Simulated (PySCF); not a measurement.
PySCF 2.14 output of an unrestricted PBE0 calculation on a single atom or ion in aug-cc-pwCVTZ-PP with ECP28MDF, with a scalar-relativistic core potential:

```
SCF conv_tol = 1e-09
number electrons alpha = 9  beta = 5
    C. Adamo and V. Barone.,  J. Chem. Phys. 110, 6158 (1999)
    M. Ernzerhof and G. E. Scuseria.,  J. Chem. Phys. 110, 5029 (1999)
cycle= 1 E= -56.6520220039664  delta_E= -0.0137  |g|= 0.0258  |ddm|= 2.31
cycle= 2 E= -56.6537547376519  delta_E= -0.00173  |g|= 0.0264  |ddm|= 0.461
cycle= 3 E= -56.6543862445541  delta_E= -0.000632  |g|= 0.00638  |ddm|= 0.207
cycle= 4 E= -56.6546517142331  delta_E= -0.000265  |g|= 0.00239  |ddm|= 0.186
cycle= 5 E= -56.6546998960825  delta_E= -4.82e-05  |g|= 0.000385  |ddm|= 0.0931
cycle= 6 E= -56.6547006875721  delta_E= -7.91e-07  |g|= 0.000177  |ddm|= 0.00559
cycle= 7 E= -56.654700767472  delta_E= -7.99e-08  |g|= 5.77e-05  |ddm|= 0.00189
cycle= 8 E= -56.6547007739478  delta_E= -6.48e-09  |g|= 9.39e-06  |ddm|= 0.00034
cycle= 9 E= -56.6547007746521  delta_E= -7.04e-10  |g|= 2.84e-06  |ddm|= 0.000248
converged SCF energy = -56.6547007746521  <S^2> = 6.0806156  2S+1 = 5.0321429
```

The run itself started from symmetry-adapted Hartree-Fock orbitals and held the occupation by maximum overlap, on a logarithmic radial grid, so the iterations belong to that start.

Q: Which element, charge and spin multiplicity is this?

A: Nb⁻ (niobium, charge -1), multiplicity 5; the state was [Kr] 4d4 5s2, high-spin 5D determinant.

Energies and moments cover only the electrons outside the core potential. ⟨S²⟩ = 6.08 against 6.00 shows spin contamination. At PBE0 the highest occupied level has a positive energy, so only the finite basis holds that electron; in a semilocal or global hybrid functional this comes from self-interaction and does not mean that the real anion is unbound.
